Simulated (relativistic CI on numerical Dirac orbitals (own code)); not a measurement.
Calculated at this level of theory: Dirac-Coulomb-Breit CI, orbitals from a KLI potential per configuration, model QED (radiative potential, 1s self-energy scaled to tabulated hydrogen-like ionisation energies), unscaled Slater integrals (own radial code, finite nucleus).

The strongest absorption lines from the ground level of an ion, among the configurations computed and to levels below about 643 eV (vacuum wavelength in Å, gf): 30.086 (0.044), 33.719 (0.047), 34.661 (0.78), 34.685 (0.55), 34.776 (0.25), 35.000 (0.54), 36.329 (0.73), 38.621 (0.14).

(1) Which ion is it?
A. Pr³⁶⁺
B. Ho⁴⁶⁺
C. Ho⁴²⁺
D. Ho⁴⁴⁺

Answers

(1) D. Ho⁴⁴⁺ has 23 electrons and the ground level 3s2 3p6 3d5 4P_5/2; the strongest line goes to 3s2 3p5 3d6 4P°_5/2. The pattern of lines fixes the number of electrons, and along that sequence the line energies rise steadily with the charge (about as its square where n changes within one kind of shell, about linearly where n is kept but much faster in heavy ions where fine structure, which grows about as Z⁴, sets the gap, and irregularly where shells cross), which fixes Z. Configurations outside the model, such as inner-shell arrays, can give stronger lines. At this charge energies of transitions that change n are usually good to better than 1 %, and those within a shell (Δn = 0) to a few per cent.

LS names give the leading component of a level, which can be under half, so a name can repeat, a term be missing and a line seem to break the LS rules.
